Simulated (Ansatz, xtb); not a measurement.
Noncovalent pair: CH4 (SMILES C) (first 5 atoms) with CH6Si (SMILES C[SiH3]); geometry from B3LYP-D3(BJ)/def2-TZVP, rigid monomers moved along the line of their centres of mass till C1···Si7 is 3.53 Å.
(charge 0, multiplicity 1):
| atom | x (Å) | y (Å) | z (Å) |
|---|---|---|---|
| C | -0.0874 | 0.0124 | 0.3210 |
| H | -0.3336 | -0.4011 | -0.6560 |
| H | 0.5725 | -0.6746 | 0.8487 |
| H | 0.4121 | 0.9719 | 0.1923 |
| H | -1.0019 | 0.1511 | 0.8959 |
| C | 0.5704 | 1.1407 | 3.5843 |
| Si | -0.2327 | -0.5393 | 3.8074 |
| H | 0.6576 | 1.3918 | 2.5264 |
| H | 1.5713 | 1.1532 | 4.0198 |
| H | -0.0189 | 1.9202 | 4.0707 |
| H | -1.5939 | -0.5532 | 3.2189 |
| H | -0.3467 | -0.8741 | 5.2484 |
| H | 0.5703 | -1.5972 | 3.1475 |

Interaction energies are E(AB) − E(A) − E(B) at the monomers' geometry in the complex; basis-set methods are counterpoise corrected.

The values were computed with Ansatz (Gaussian basis) for Hartree–Fock, density functionals and correlated methods; xtb for the GFN methods. 

Question: One of these levels gives 12.3 kJ/mol for the interaction energy. Name it.
A. GFN1-xTB
B. PBE/def2-TZVPPD
C. B3LYP/def2-TZVPPD
D. HF/aug-cc-pV(D+d)Z

Answer: D, HF/aug-cc-pV(D+d)Z. The others give -3.0 (GFN1-xTB), 4.0 (PBE/def2-TZVPPD), 8.6 (B3LYP/def2-TZVPPD)

Ansatz is a quantum-chemistry and plane-wave program.
